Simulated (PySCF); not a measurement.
Isomers of C5H11NO2Si. The calculation used PBE0-D3(BJ)/def2-SVP geometry optimisation, gas phase (PySCF). Energies are electronic, without zero-point or thermal terms, for one conformer each. No frequencies were run at this level. Point groups hold within 0.08 Å.

Question: Rank from lowest to highest electronic energy at this level (kcal/mol).
A. `[NH2:1][Si:2]1([CH:3]2[CH2:4][CH2:5]2)[O:6][CH2:7][CH2:8][O:9]1` with H–N1–Si2–C3 158° and -49°, N1–Si2–C3–C4 -49°, Si2–C3–C4–C5 112°, N1–Si2–O6–C7 -131°, Si2–O6–C7–C8 25°, O6–C7–C8–O9 -35°
B. `[O:1]=[CH:2][O:3][SiH2:4][N:5]1[CH2:6][CH2:7][CH2:8][CH2:9]1` with O1–C2–O3–Si4 0°, C2–O3–Si4–N5 180°, O3–Si4–N5–C6 84°, Si4–N5–C6–C7 150°, N5–C6–C7–C8 25°, C6–C7–C8–C9 -2°, C7–C8–C9–N5 -22°

Answer: A (0.0), B (11.4).

As drawn, the lower has a three-membered ring, an N–H bond and an Si–C bond, which the higher lacks; the higher has a C=O bond and a C(=O)–O unit, which the lower lacks.

```tsv
SMILES	E (Eh)	E rel (kcal/mol)	dipole (D)	point group	A, B, C (MHz)
N[Si]1(C2CC2)OCCO1	-690.97859	0.0	0.79	C1	2759, 948.5, 930.8
O=CO[SiH2]N1CCCC1	-690.96042	11.4	3.19	–	4547, 615.6, 597.9
```

Question: As an exercise, what shares would exp(−E/RT) give at 2000 K from these electronic energies alone (no entropy, no degeneracies)?

Answer: RT = 3.974 kcal/mol: N[Si]1(C2CC2)OCCO1 94.6 %, O=CO[SiH2]N1CCCC1 5.4 %.
